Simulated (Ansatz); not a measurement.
Cost and result for the atomization energy of `O[SiH2][CH2][GeH2][OH]` (13 atoms, 12 bonds).

| atom | x (Å) | y (Å) | z (Å) |
| --- | --- | --- | --- |
| O1 | 1.277 | 0.403 | -1.723 |
| Si2 | 0.939 | 1.326 | -0.411 |
| C3 | 0.465 | 0.247 | 1.050 |
| Ge4 | -1.050 | -0.900 | 0.666 |
| O5 | -0.768 | -1.399 | -1.045 |
| H6 | 0.644 | -0.320 | -1.844 |
| H7 | 2.157 | 2.118 | -0.107 |
| H8 | -0.194 | 2.266 | -0.654 |
| H9 | 0.209 | 0.877 | 1.908 |
| H10 | 1.314 | -0.380 | 1.337 |
| H11 | -1.115 | -2.178 | 1.527 |
| H12 | -2.397 | -0.151 | 0.727 |
| H13 | -1.482 | -1.909 | -1.431 |

The species carries charge 0 and has multiplicity 1. Correlated methods include outer-core shells of Ge, which these sets cover unevenly. Scalar relativity is left out up to krypton. Geometry: relaxed with PBE0-D4/def2-TZVP. It is one conformer, not always the lowest. Program: Ansatz. All runs use 2 threads of an AMD EPYC 7R13 on a shared host and a share of an NVIDIA H100 80 GB. Times are those of one run each, without the atoms' runs, and a repeat can differ threefold. Electronic energies, without spin–orbit coupling; frozen cores. CCSD(T)/CBS adds CCSD(T) − MP2 in def2-TZVPP to the MP2 limit, and its time is that of the two runs behind it. T1 = 0.011. With those shells the extrapolation isn't a true limit. B3LYP takes the VWN-RPA correlation (the form of Gaussian; ORCA's B3LYP/G).

CCSD(T)/CBS is a level of theory with its own doubt, some kJ/mol a heavy atom from the limit and from the frozen cores, so smaller differences don't rank the functionals.

| level | functions | wall time | atomization (kJ/mol) | difference from CCSD(T)/CBS | per bond |
| --- | --- | --- | --- | --- | --- |
| PBE-D4/def2-TZVPP (with forces) | 295 | 2.8 s | 4517.4 | -13.8 | -1.2 |
| B3LYP-D4/def2-TZVPP (with forces) | 295 | 3.1 s | 4479.0 | -52.2 | -4.3 |
| ωB97X-V/def2-TZVPP | 295 | 3.3 s | 4522.4 | -8.8 | -0.7 |
| PBE0-D4/def2-TZVPP | 295 | 3.3 s | 4454.2 | -77.0 | -6.4 |
| r2SCAN-D4/def2-TZVPP (with forces) | 295 | 4.1 s | 4505.6 | -25.6 | -2.1 |
| B2PLYP/def2-TZVPP | 295 | 4.1 s | 4444.6 | -86.6 | -7.2 |
| MP2/def2-QZVPP | 570 | 6.5 s | 4536.7 | 5.5 | 0.5 |
| ωB97M-V/def2-TZVPP (with forces) | 295 | 7.5 s | 4503.5 | -27.7 | -2.3 |
| CCSD(T)/def2-TZVPP | 295 | 8 s | 4417.9 | -113.3 | -9.4 |
| CCSD(T)/CBS(def2) | – | 15 s | 4531.2 | 0.0 | 0.0 |

In def2-TZVPP, CCSD(T) changes the Hartree–Fock value by +1158.2 kJ/mol (the triples alone add +60.0 kJ/mol) and MP2 by +1210.1 kJ/mol; breaking electron pairs costs correlation energy, which Hartree–Fock lacks. From PBE to PBE0 (25 % exact exchange), in def2-TZVPP and without D4, the atomization energy moves by −58.7 kJ/mol: exact exchange takes away binding that semilocal exchange gives to molecules. The D4 term adds +47.6 kJ/mol with B3LYP and +25.1 kJ/mol with PBE0; it sums over pairs of atoms, weighted by their polarisabilities, and B3LYP, whose exchange is more repulsive, gets the larger term.
